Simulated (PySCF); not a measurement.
# Diatomics with 95 electrons

PBE0 in PySCF with def2-SVP on every atom (core potentials on Tl, Pb, Bi), for the lowest determinant that a PBE0 search found; no spin–orbit coupling. All have 95 electrons, 7 of them in the valence shells, and the same state, a quartet (σ ↑, π ↑↑). For ions De leads to the atom and ion picked by measured ionisation energies and electron affinities.

| species | difference of nuclear charges | Re (Å) | ωe (cm⁻¹) | k (mdyn/Å) | De (eV) | dissociates to | Mayer bond order |
| --- | --- | --- | --- | --- | --- | --- | --- |
| TlSi | 67 | 2.683 | 234 | 0.795 | 2.22 | Tl + Si | 1.30 |
| AlPb | 69 | 2.715 | 248 | 0.862 | 2.11 | Al + Pb | 1.48 |
| MgBi | 71 | 2.961 | 183 | 0.422 | 0.55 | Mg + Bi | 0.95 |
| TlP⁺ | 66 | 3.157 | 99.8 | 0.158 | n/a | Tl⁺ + P | 0.35 |
| SiPb⁺ | 68 | 2.624 | 286 | 1.19 | n/a | Si + Pb⁺ | 1.64 |

Q: Which member of the whole set has the stiffest bond, and how does it compare with the softest?

A: SiPb⁺ with k = 1.19 mdyn/Å, 7.5 times that of TlP⁺.

Spin–orbit coupling is left out, which matters for elements this heavy, above all for dissociation energies. States were picked by a PBE0 search and need not be the measured ground states.
